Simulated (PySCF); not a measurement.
An equivalent PySCF input for As(3+) (arsenic, charge +3), [Ar] 3d10 4s2, closed-shell 1S, with a scalar-relativistic core potential:

```python
from pyscf import gto, scf, dft, mp, cc
import basis_set_exchange as bse
txt = bse.get_basis("aug-cc-pVQZ-PP", elements=["As"], fmt="nwchem", header=False, augment_diffuse=1)
cut = txt.index("\nECP")
mol = gto.M(atom="As 0 0 0", charge=3, spin=0, symmetry="D2h",
            basis=gto.basis.parse(txt[:cut]),
            ecp={"As": gto.basis.parse_ecp(txt[cut:])})
mf = dft.UKS(mol, xc="LDA,VWN")
mf.irrep_nelec = {'Ag': (4, 4), 'B1g': (1, 1), 'B2g': (1, 1), 'B3g': (1, 1), 'B1u': (1, 1), 'B2u': (1, 1), 'B3u': (1, 1)}
mf.kernel()
```

It reaches the same state as the run whose output follows, with an energy that differs only through the grid. The run itself started from symmetry-adapted Hartree-Fock orbitals and held the occupation by maximum overlap, on a logarithmic radial grid, so the iterations belong to that start.

```
SCF conv_tol = 1e-09
number electrons alpha = 10  beta = 10
XC functionals = LDA,VWN
    P. A. M. Dirac.,  Math. Proc. Cambridge Philos. Soc. 26, 376 (1930)
    F. Bloch.,  Z. Phys. 57, 545 (1929)
    S. H. Vosko, L. Wilk, and M. Nusair.,  Can. J. Phys. 58, 1200 (1980)
cycle= 1 E= -329.817412832298  delta_E= -0.00966  |g|= 0.206  |ddm|= 1.53
cycle= 2 E= -329.817705712705  delta_E= -0.000293  |g|= 0.197  |ddm|= 0.87
cycle= 3 E= -329.822750022616  delta_E= -0.00504  |g|= 0.00123  |ddm|= 0.435
cycle= 4 E= -329.822750249162  delta_E= -2.27e-07  |g|= 4.15e-06  |ddm|= 0.00329
cycle= 5 E= -329.822750249166  delta_E= -4.09e-12  |g|= 2.82e-07  |ddm|= 2.52e-05
converged SCF energy = -329.822750249166  <S^2> = -8.8817842e-15  2S+1 = 1
```

Energies and moments cover only the electrons outside the core potential.
